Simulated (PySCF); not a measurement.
How methods differ on the ionisation energy of Gd⁺

Gd⁺ [Xe] 4f7 5d1 6s1 [4f5/2^6 4f7/2^1 5d3/2^1 6s1/2^1, M_J = 5/2] → Gd²⁺ [Xe] 4f7 5d1 [4f5/2^6 4f7/2^1 5d3/2^1, M_J = 2], as a difference of total energies. Computed with PySCF 2.14 in x2c-TZVPPall-2c (11s11p10d4f2g, 140 functions), with the two-component X2C-1e Hamiltonian. Correlated levels: [Ar] 3d10 frozen; the 18 highest virtual spinors dropped. "Screened" scales the spin-orbit matrix elements by Boettger's factors to mimic the two-electron term; Breit and QED terms are absent.

```json
{"method": "GHF (spin-free)", "ionisation energy (eV)": "11.374", "difference from reference (eV)": "-0.702"}
{"method": "GMP2 (spin-free)", "ionisation energy (eV)": "12.199", "difference from reference (eV)": "+0.123"}
{"method": "GHF (screened spin-orbit)", "ionisation energy (eV)": "11.352", "difference from reference (eV)": "-0.724"}
{"method": "GMP2 (screened spin-orbit)", "ionisation energy (eV)": "12.177", "difference from reference (eV)": "+0.101"}
```

Reference: 12.076 ± 0.02 eV (semi-empirical (NIST evaluation); NIST Atomic Spectra Database, ionization energies).

The spin-free rows relax to the high-spin LS determinant and lack the spin-orbit shift.

The labels give the starting determinants; with spin-orbit coupling the two ends relaxed to ⟨J²⟩ = 12.48, ⟨L²⟩ = 6.05, ⟨S²⟩ = 24.59 and ⟨J²⟩ = 9.63, ⟨L²⟩ = 6.03, ⟨S²⟩ = 19.83.

The determinant of Gd⁺ and of Gd²⁺ mixes levels of different J (the jj label is only the starting occupation), so the difference between spin-free and spin-orbit rows is not the physical spin-orbit shift.
